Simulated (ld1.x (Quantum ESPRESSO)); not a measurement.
## What the settings do to the TM potential of iodine

Base potential:

iodine, norm-conserving Troullier–Martins (Kleinman–Bylander form), made with ld1.x (Quantum ESPRESSO) 7.5 (PBE, fully relativistic). Core [Kr] 4d10, reference 5s2 5p5. Waves: 5s (bound): rc 1.70 bohr; 5d channel at 0.3 Ry: rc 1.70 bohr; 5p (bound): rc 1.80 bohr. Local part: the p channel. Core correction: a·sin(br)/r model core inside 1.30 bohr.

Open shells are filled in proportion to 2j + 1 (rel_dist='average').

All-electron outer shells of the reference configuration (PBE, scalar-relativistic, ld1.x):

| shell | level (eV) | outermost node (bohr) | outermost maximum (bohr) |
| --- | --- | --- | --- |
| 4p | -127.57 | 0.37 | 0.72 |
| 4d | -50.28 | 0.35 | 0.78 |
| 5s | -17.41 | 0.88 | 1.70 |
| 5p | -7.09 | 0.96 | 2.02 |

Cutoffs, loose and tight: the cutoffs (Ry, on a coarse ladder) from which the occupation-weighted sum of valence levels, in a spherical-Bessel basis at the reference potential, stays within 10 and 1 mRy of its value at 400 Ry. They do not see the model core or the augmentation charge, which bear on the density cutoff. Test errors are all-electron minus pseudo excitation energies from the reference, over the configurations 5s2 5p4; 5s2 5p3; 5s2 5p2; 5s2 5p1; 5s1 5p6; 5s2 5p4.5; 5s2 5p5.3. A dash means not determined; rows that change the core or the reference have their own tests.

A true bound ghost makes a file unfit for plane-wave use even where its test errors are small: the radial tests pick states by their node count and pass the ghost by.

| change | outcome | cutoff, loose | cutoff, tight | bound ghosts | largest test error (meV) |
| --- | --- | --- | --- | --- | --- |
| base | generated, misses its reference levels by 0.69 eV | 35 Ry | 70 Ry | d3/2, d5/2 | +133 |
| wave 5d channel at 0.3 Ry: rc 1.70 bohr becomes 5d channel at 0.3 Ry: rc 2.40 bohr | generated, misses its reference levels by 0.69 eV | 35 Ry | 70 Ry | none | +133 |
| core correction a·sin(br)/r model core inside 1.86 bohr | generated, misses its reference levels by 0.69 eV | 35 Ry | 70 Ry | d3/2, d5/2 | +58 |
| reference 5s2 5p3 | generated, misses its reference levels by 0.89 eV | 35 Ry | 60 Ry | d3/2, d5/2 | -73 |
| wave 5s (bound): rc 1.70 bohr becomes 5s (bound): rc 2.62 bohr | generated, misses its reference levels by 0.69 eV | 30 Ry | 55 Ry | d3/2, d5/2 | +205 |
| wave 5p (bound): rc 1.80 bohr becomes 5p (bound): rc 1.52 bohr | generated, misses its reference levels by 0.73 eV | 50 Ry | 140 Ry | s, d3/2, d5/2 | +323 |
| wave 5d channel at 0.3 Ry: rc 1.70 bohr becomes 5d channel at 2.05 Ry: rc 1.70 bohr | generated, misses its reference levels by 0.69 eV | 35 Ry | 70 Ry | d3/2, d5/2 | +133 |
